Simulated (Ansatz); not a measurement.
Total energies of zirconium tetrachloride.

Cartesian coordinates in Å:
```
Cl -1.109 -2.032 0.058
Zr 0.000 0.000 0.000
Cl 1.698 -0.092 -1.572
Cl -1.491 1.677 -0.572
Cl 0.902 0.447 2.086
```

Charge 0, multiplicity 1. Correlated methods include outer-core shells of Zr, which these sets cover unevenly. Zr takes the def2 core potential. All single points use the PBE0-D4/def2-TZVP geometry. Basis def2-TZVPP, Ansatz 0.2.0.

RPA on PBE orbitals: Hartree–Fock energy of these orbitals -1884.84559 Eh, correlation -1.73238 Eh (frozen core).

| functional | energy without D4 (Eh) | D4 term (kJ/mol) |
| --- | --- | --- |
| LDA (SPW92) | -1882.19844 | – |
| PBE | -1887.50794 | -21.6 |
| revPBE | -1887.94278 | -42.2 |
| BLYP | -1888.20662 | -43.2 |
| r2SCAN | -1888.15528 | -5.1 |
| B97M-V | -1887.78712 | – |
| PBE0 | -1887.62640 | -19.1 |
| B3LYP | -1888.31659 | -35.3 |
| r2SCANh | -1888.13213 | -5.7 |
| r2SCAN0 | -1888.09908 | -6.5 |
| HSE06 (plane-wave form) | -1887.59493 | -18.5 |
| BHLYP | -1888.15141 | -35.4 |
| CAM-B3LYP | -1888.25629 | -20.5 |
| LC-ωPBE | -1887.74408 | – |
| ωB97X-V | -1887.93551 | – |
| ωB97M-V | -1888.07242 | – |
| B2PLYP | -1887.64498 | – |
| PBE-QIDH | -1887.23821 | – |

B3LYP takes the VWN-RPA correlation (the form of Gaussian; ORCA's B3LYP/G). HSE06 is the plane-wave form, built on full-range PBE exchange. The double hybrids freeze the cores in their second-order part.

LC-ωPBE has ω = 0.4 bohr⁻¹.
